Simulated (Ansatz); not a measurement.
Reaction (formal exchange of groups at the Si–C bond): `C[SiH2]C(=N)O` + `OC[O][GeH3]` → `C[SiH2][O][GeH3]` + `N=C(O)CO`

Calculated with Ansatz (gas phase, PBE0-D4/def2-TZVP geometries, no zero-point term in ΔE). CCSD(T)/CBS adds triple-zeta CCSD(T) − MP2 to the extrapolated MP2 energy (def2 sets, frozen cores). Functionals use def2-TZVPP. B3LYP here is the variant with VWN-RPA as its local correlation; programs differ in this. For Ge outer-core shells are correlated without core-valence functions, which leaves a few kJ/mol of doubt a bond. Scalar relativity is left out up to krypton. Each species was taken in one conformer, which may not be the lowest.

`C[SiH2]C(=N)O`:

Cartesian coordinates in Å:
```
C -0.680 0.875 1.476
Si 0.270 0.841 -0.128
C 0.241 -0.903 -0.891
N 1.224 -1.606 -1.268
O -1.007 -1.397 -1.019
H -0.676 1.878 1.909
H -0.242 0.186 2.202
H -1.716 0.577 1.304
H 1.708 1.165 0.066
H -0.312 1.788 -1.115
H 2.106 -1.126 -1.116
H -0.916 -2.278 -1.417
```

`OC[O][GeH3]`:

Z-matrix (Å, degrees):
```
C
O 1 1.400
O 1 1.385 2 109.7
H 1 1.104 2 109.8 3 -122.5
H 1 1.097 2 111.4 3 116.8
Ge 2 1.784 1 119.0 3 176.7
H 3 0.962 1 107.8 2 -57.7
H 6 1.541 2 108.8 1 -58.6
H 6 1.529 2 104.4 1 -178.5
H 6 1.540 2 109.1 1 61.4
```

`C[SiH2][O][GeH3]`:

Cartesian coordinates in Å:
```
C 0.367 -2.181 0.399
Si 0.734 -0.366 0.254
O -0.623 0.412 -0.233
Ge -1.012 2.110 -0.569
H -0.426 -2.360 1.128
H 1.259 -2.725 0.723
H 0.048 -2.590 -0.562
H 1.834 -0.134 -0.729
H 1.190 0.179 1.567
H -2.489 2.120 -0.981
H -0.105 2.605 -1.708
H -0.777 2.930 0.711
```

`N=C(O)CO`:

Z-matrix (Å, degrees):
```
C
O 1 1.402
C 1 1.506 2 113.4
H 1 1.091 2 107.5 3 120.8
H 1 1.101 2 111.5 3 -121.4
H 2 0.962 1 107.7 3 46.7
O 3 1.346 1 110.7 2 -41.6
N 3 1.260 1 129.1 2 140.8
H 7 0.967 3 106.7 1 -179.6
H 8 1.015 3 111.5 1 -3.8
```

```csv
level,ΔE (kJ/mol),difference from CCSD(T)/CBS
r2SCAN-D4,-147.9,5.0
PBE0-D4,-144.5,8.4
B3LYP-D4,-147.0,5.9
ωB97X-V,-148.9,4.0
r2SCAN,-148.0,4.9
B3LYP,-146.7,6.2
HF/def2-TZVPP,-168.7,-15.8
SCS-MP2/def2-TZVPP,-156.6,-3.7
CCSD/def2-TZVPP,-155.6,-2.7
CCSD(T)/def2-TZVPP,-151.6,1.3
CCSD(T)/CBS,-152.9,0
```

Largest T1 diagnostic among the species: 0.013.

From PBE to PBE0 (25 % exact exchange), in def2-TZVPP and without D4, ΔE moves by −12.1 kJ/mol. In def2-TZVPP, CCSD(T) changes the Hartree–Fock value by +17.0 kJ/mol (the triples alone add +3.9 kJ/mol) and MP2 by +11.7 kJ/mol.

CCSD(T)/CBS has its own doubt, a few kJ/mol and more with outer-core shells, so smaller differences from it don't rank the levels.
